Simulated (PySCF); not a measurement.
imidazole (C3H4N2), SMILES c1c[nH]cn1.

The structure is a stationary point at r2SCAN-D4/def2-SVP.

Calculation: ωB97X/def2-TZVP in PySCF.

The total energy is -226.24176 hartree and the point group is Cs. The highest occupied level is -8.93 eV, the lowest empty level comes out as 2.80 eV and the orbital gap is 11.72 eV. The dipole moment is 0.803 e·Å and the quadrupole, principal values (traceless, Buckingham form, about the centre of nuclear charge) is -6.02, -2.09, 8.11 D·Å. The mean static polarisability is 44.9 bohr³ (6.66 Å³) and the polarisability, principal values is 29.7, 51.3, 53.9 bohr³.
